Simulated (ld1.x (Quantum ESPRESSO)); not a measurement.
**Transferability test, TM potential for antimony (Sb)**

ld1.x (Quantum ESPRESSO) 7.5 input, shortened:

```
&input
   title='Sb', zed=51., rel=2, dft='PBE', iswitch=3,
   config='[Kr] 4d10 5s2 5p3', rel_dist='average'
 /
 &inputp
   pseudotype=2, tm=.true., lloc=0,
   nlcc=.true., new_core_ps=.true.
 /
3
5P  2  1   3.00   0.00  2.00  2.00  0.0
4D  3  2  10.00   0.00  1.45  1.45  0.0
5S  1  0   2.00   0.00  1.85  1.85  0.0
 &test
   configts(1)='4d10 5s2 5p3'
 /
```

Open shells are filled in proportion to 2j + 1 (rel_dist='average').

Energies are relative to the spin-unpolarised reference configuration 4d10 5s2 5p3; without spin polarisation the order of configurations can differ from experiment. The frozen-core shift is the all-electron ΔE with the core orbitals held at their reference shape minus the fully relaxed ΔE.

| valence configuration | charge | ΔE all-electron (eV) | error AE − PS (meV) | frozen-core shift (meV) |
| --- | --- | --- | --- | --- |
| 4d10 5s2 5p2 | +1 | 8.333 | +1.1 | +0.1 |
| 4d10 5s2 5p1 | +2 | 24.322 | +3.5 | +0.7 |
| 4d10 5s2 5p0 | +3 | 48.761 | +0.2 | +3.7 |
| 4d10 5s2 5p3.3 | -0.3 | -1.163 | +0.1 | 0.0 |
| 4d9 5s2 5p3 | +1 | 40.709 | -369 | +146 |
| 4d10 5s2 5p2.5 | +0.5 | 3.270 | +0.3 | 0.0 |
| 4d10 5s1 5p0 | +4 | 93.052 | -13 | +19 |

Levels in the configuration 4d10 5s2 5p1:

```tsv
level	all-electron (eV)	pseudo (eV)
4d j=3/2	-52.582	-52.448
4d j=5/2	-51.332	-51.201
5s j=1/2	-29.405	-29.397
5p j=1/2	-20.683	-20.680
5p j=3/2	-19.807	-19.807
```
